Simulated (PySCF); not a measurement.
## TDDFT excited states: C9H13F3

Compound: C9H13F3.
SMILES: `FC(F)(F)[C@@]12CCCC[C@@H]1CC2`

Method: TDDFT wB97X-D/def2-SVPD, vertical, gas phase, core orbitals frozen in the response in PySCF. Isolated species at its PBE0-D3(BJ)/def2-SVP geometry (one conformer only).

Question: List the vertical singlet excitations with oscillator strengths and describe the spectrum.

Answer: 

```
state  E (eV)  λ (nm)  ν̃ (cm⁻¹)       f  |μ| (D)  main configurations (H = HOMO, L = LUMO)
   S1    8.70   142.4      70200   0.010     0.56                                 H→L (87%)
   S2    8.82   140.6      71150   0.015     0.68                               H-1→L (82%)
   S3    8.91   139.2      71860  0.0076     0.48                  H-2→L (57%), H→L+1 (23%)
   S4    8.92   138.9      71980  0.0093     0.53                  H→L+1 (62%), H-2→L (22%)
   S5    9.08   136.6      73220   0.037     1.03                             H-1→L+1 (74%)
   S6    9.18   135.0      74080   0.040     1.08                               H→L+2 (67%)
   S7    9.24   134.2      74510   0.016     0.68              H-2→L+1 (55%), H-1→L+2 (21%)
   S8    9.26   133.9      74690  0.0033     0.31              H-1→L+2 (48%), H-2→L+1 (22%)
   S9    9.39   132.0      75750   0.048     1.17                               H→L+3 (58%)
  S10    9.48   130.8      76460   0.017     0.68  H-2→L+2 (41%), H-1→L+3 (12%), H-3→L (9%)
```

Triplets (Tamm–Dancoff): T1 8.58 eV, H→L (84%); T2 8.68 eV, H-1→L (73%); T3 8.77 eV, H-2→L (74%); T4 8.80 eV, H→L+1 (71%).

The lowest singlet comes at 142 nm (840 kJ/mol) in the vacuum ultraviolet; it is weak; its leading configuration is HOMO→LUMO (87%). The strongest level in the table is S9 at 9.39 eV (132 nm, f = 0.048). Löwdin shares by element: HOMO carbon 50% or more (atoms not listed hold the other 50%); LUMO carbon 29% or more (atoms not listed hold the other 71%). The oscillator strengths of these states sum to 0.204; summed over the whole spectrum of an exact calculation they would give the number of electrons, 94 (Thomas–Reiche–Kuhn). Orbital energies (eV): HOMO-3 -11.34, HOMO-2 -10.57, HOMO-1 -10.47, HOMO -10.29, LUMO 2.27, LUMO+1 2.63, LUMO+2 2.71. The listed states span 0.78 eV, and the widest gap between neighbours is 0.15 eV (S4 to S5). Singlets were solved by full linear response, triplets in the Tamm–Dancoff approximation.

The run took 3.4 min wall, 7.1 min CPU on 2 threads of an Intel Xeon Platinum 8259CL at 2.50 GHz, shared host, and the process peaked at 2.1 GiB of memory.

Without π bonds the low states may be Rydberg-like; a valence basis with one diffuse set may place them up to an eV too high.
